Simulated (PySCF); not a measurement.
## How methods differ on the ionisation energy of As²⁺

As²⁺ [Ar] 3d10 4s2 4p1 (2P) → As³⁺ [Ar] 3d10 4s2 (1S), as a difference of total energies. All numbers are calculated (PySCF 2.14, scalar relativity by spin-free X2C-1e, in aug-cc-pVDZ-DK). Correlated levels: valence: [Ar] 3d10 frozen. The calculations carry no spin-orbit coupling.

```json
{"method": "UHF", "ionisation energy (eV)": "27.474"}
{"method": "MP2 (valence)", "ionisation energy (eV)": "27.627"}
{"method": "SCS-MP2 (valence)", "ionisation energy (eV)": "27.608"}
{"method": "CCSD (valence)", "ionisation energy (eV)": "27.704"}
{"method": "CCSD(T) (valence)", "ionisation energy (eV)": "27.716"}
{"method": "CCSDT (valence)", "ionisation energy (eV)": "27.720"}
{"method": "FCI (valence)", "ionisation energy (eV)": "27.720"}
```

How much does correlation contribute at CCSD(T) (valence)?

27.716 − (27.474) = 0.242 eV, measured against UHF.

A first-order spin-orbit estimate (lowest level to lowest level, LS coupling) adds 0.216 eV.

Errors of the correlated levels include the incompleteness of this basis and the frozen core.

For comparison: 28.349 ± 0.012 eV (measured; NIST Atomic Spectra Database, ionization energies).
